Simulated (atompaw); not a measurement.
**u(r) = r·R(r): atom against pseudo-atom (Li)**

Columns: radius, all-electron u(r) and pseudo u(r) of the 2p shell (level -1.09 eV) of lithium in the configuration 1s2 2s1 2p0; PBE, scalar-relativistic, PAW (atompaw) scheme, atompaw 4.2.0.5.

| r (bohr) | all-electron | pseudo |
| --- | --- | --- |
| 0.115 | 0.0053 | 0.0019 |
| 0.231 | 0.0183 | 0.0078 |
| 0.346 | 0.0356 | 0.0173 |
| 0.462 | 0.0556 | 0.0303 |
| 0.577 | 0.0769 | 0.0463 |
| 0.692 | 0.0989 | 0.0649 |
| 0.808 | 0.1211 | 0.0859 |
| 0.923 | 0.1430 | 0.1083 |
| 1.038 | 0.1645 | 0.1319 |
| 1.154 | 0.1855 | 0.1562 |
| 1.269 | 0.2057 | 0.1804 |
| 1.385 | 0.2252 | 0.2045 |
| 1.500 | 0.2436 | 0.2277 |
| 1.615 | 0.2610 | 0.2498 |
| 1.731 | 0.2777 | 0.2708 |
| 1.846 | 0.2937 | 0.2902 |
| 1.962 | 0.3095 | 0.3082 |
| 2.077 | 0.3245 | 0.3245 |
| 2.192 | 0.3386 | 0.3393 |
| 2.308 | 0.3520 | 0.3529 |
| 2.423 | 0.3642 | 0.3651 |
| 2.538 | 0.3755 | 0.3761 |
| 2.654 | 0.3858 | 0.3861 |
| 2.769 | 0.3950 | 0.3951 |
| 2.885 | 0.4032 | 0.4032 |
| 3.000 | 0.4103 | 0.4103 |

How many radial nodes do the two functions have?

The all-electron 2p function has n − l − 1 = 0; the pseudo-wave has 0.

Is the pseudo-wave norm-conserving?

No, it belongs to a PAW set: the norm inside the radius is not constrained, and the difference is carried by the augmentation charge.
